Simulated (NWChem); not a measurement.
C2H7Al; SMILES [CH3][AlH][CH3]

```xyz
10

Al     0.0000     0.0000     0.5072
C     -1.7334     0.0000    -0.4262
H     -2.3387    -0.8859    -0.1330
H     -1.6472     0.0000    -1.5320
H     -2.3387     0.8859    -0.1330
C      1.7334     0.0000    -0.4262
H      2.3387     0.8859    -0.1330
H      1.6472     0.0000    -1.5320
H      2.3387    -0.8859    -0.1330
H      0.0000     0.0000     2.1169
```
Atoms are numbered in this order, from 1.

STO-3G and 3-21G are far too small for this property and stand as cheap habits. Geometry: optimised at PBE-D3(BJ)/def2-SVP.

Symmetry labels are those of C2v in the frame above (b1 and b2, or b-type labels, depend on it).

### Question
List the 4 lowest vertical singlet excitations from PBE/3-21G, TDA (NWChem).

### Answer
| state | energy (eV) | oscillator strength | symmetry | leading excitation (squared amplitude) |
|---|---|---|---|---|
| S1 | 4.86 | 0.000 | a2 | HOMO → LUMO (1.00) |
| S2 | 5.03 | 0.001 | b2 | HOMO−1 → LUMO (1.00) |
| S3 | 7.44 | 0.025 | b1 | HOMO → LUMO+1 (0.71) |
| S4 | 7.50 | 0.007 | a1 | HOMO−1 → LUMO+1 (0.77) |
